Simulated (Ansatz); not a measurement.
Reaction (hydrogenolysis of the Si–O bond): `CN([SiH2]Cl)[SiH](O)F` + H₂ → `CN([SiH2]F)[SiH2]Cl` + H₂O

Isolated molecules relaxed with PBE0-D4/def2-TZVP in Ansatz; ΔE leaves out vibrations. CBS: MP2 limit from def2 TZ/QZ plus the TZ coupled-cluster correction, frozen cores. This one scheme is used for every species. DFT in def2-TZVPP. Each species was taken in one conformer, which may not be the lowest.

CCSD(T)/CBS gives +92.2 kJ/mol.

**Question.** Another level gave +92.6 kJ/mol. Which?
A. r2SCAN-D4/def2-TZVPP
B. HF/def2-TZVPP
C. ωB97M-V/def2-TZVPP
D. CCSD(T)/def2-TZVPP

**Answer.** D. CCSD(T)/def2-TZVPP 92.6, HF/def2-TZVPP 85.5, ωB97M-V 96.7, r2SCAN-D4 102.0 kJ/mol.

Largest T1 diagnostic among the species: 0.011.

In def2-TZVPP, CCSD(T) changes the Hartree–Fock value by +7.1 kJ/mol (the triples alone add +2.7 kJ/mol) and MP2 by +11.6 kJ/mol. The D4 term adds +8.7 kJ/mol with B3LYP and +4.8 kJ/mol with PBE0; it sums over pairs of atoms, weighted by their polarisabilities, and B3LYP, whose exchange is more repulsive, gets the larger term.

B3LYP here is the variant with VWN-RPA as its local correlation; programs differ in this.
